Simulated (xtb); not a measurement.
Input for xtb: GFN2-xTB on BHI2O (SMILES OB(I)I), a point of a torsion scan.

```
$ xtb mol.xyz --gfn 2 --sp --chrg 0 --uhf 0
5

O     -0.73142221    -0.77851601    -0.30623382
B      0.25510460     0.05994273    -0.07803054
I      1.89293443    -0.03087397    -1.41295487
I      0.23317134     1.44782660     1.54256511
H     -1.52655554    -0.83427418     0.22642618
```

Question: What total energy does the run end on?

Answer: -13.5426 hartree.
